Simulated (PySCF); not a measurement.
Orbital levels and atomic charges: C20H12S

System: C20H12S (heteroacene and heterole-fused PAH), SMILES c1ccc2c(c1)ccc1sc3ccc4ccccc4c3c12.

Cartesian coordinates (Å):
```
  1 C     3.697   -1.920    0.213
  2 C     2.405   -2.210    0.665
  3 C     1.415   -1.265    0.598
  4 C     1.669    0.016    0.072
  5 C     3.009    0.347   -0.266
  6 C     3.995   -0.658   -0.224
  7 C     3.359    1.687   -0.562
  8 C     2.447    2.691   -0.429
  9 C     1.119    2.357   -0.138
 10 S    -0.143    3.526    0.127
 11 C    -1.305    2.242    0.304
 12 C    -2.655    2.447    0.614
 13 C    -3.483    1.366    0.673
 14 C    -3.027    0.083    0.281
 15 C    -3.928   -0.993    0.165
 16 C    -3.531   -2.192   -0.362
 17 C    -2.221   -2.343   -0.830
 18 C    -1.310   -1.329   -0.691
 19 C    -1.665   -0.114   -0.075
 20 C    -0.756    0.974    0.097
 21 C     0.675    1.037   -0.025
 22 H     4.462   -2.682    0.249
 23 H     2.192   -3.183    1.083
 24 H     0.438   -1.487    0.996
 25 H     5.005   -0.403   -0.515
 26 H     4.381    1.909   -0.831
 27 H     2.721    3.727   -0.554
 28 H    -3.012    3.445    0.812
 29 H    -4.519    1.484    0.955
 30 H    -4.954   -0.843    0.471
 31 H    -4.231   -3.009   -0.455
 32 H    -1.931   -3.263   -1.316
 33 H    -0.319   -1.442   -1.102
```

Method: PBE0/6-31G*, gas phase, PySCF, fitting set def2-universal-JFIT up to Ne and JKFIT beyond, grid level 1.

(1) Give the orbital energies near the gap.

(2) Give the partial charges of the non-hydrogen atoms.

## Answers

(1) 
```tsv
orbital	eV
HOMO-4	-7.79
HOMO-3	-7.07
HOMO-2	-6.58
HOMO-1	-6.06
HOMO	-5.66
LUMO	-1.38
LUMO+1	-0.73
LUMO+2	-0.14
LUMO+3	-0.06
```

(2) 
| atom | Mulliken | IAO | Hirshfeld |
| --- | --- | --- | --- |
| C1 | -0.17 | -0.15 | -0.05 |
| C2 | -0.18 | -0.15 | -0.05 |
| C3 | -0.22 | -0.15 | -0.04 |
| C4 | 0.07 | -0.01 | 0.00 |
| C5 | 0.08 | 0.00 | 0.00 |
| C6 | -0.22 | -0.14 | -0.05 |
| C7 | -0.19 | -0.14 | -0.05 |
| C8 | -0.21 | -0.16 | -0.05 |
| C9 | -0.20 | -0.12 | -0.02 |
| S10 | 0.29 | 0.27 | 0.04 |
| C11 | -0.20 | -0.12 | -0.02 |
| C12 | -0.21 | -0.16 | -0.05 |
| C13 | -0.19 | -0.14 | -0.05 |
| C14 | 0.08 | 0.00 | 0.00 |
| C15 | -0.22 | -0.14 | -0.05 |
| C16 | -0.17 | -0.15 | -0.05 |
| C17 | -0.18 | -0.15 | -0.05 |
| C18 | -0.22 | -0.15 | -0.04 |
| C19 | 0.07 | -0.01 | 0.00 |
| C20 | 0.02 | -0.03 | -0.01 |
| C21 | 0.02 | -0.03 | -0.01 |
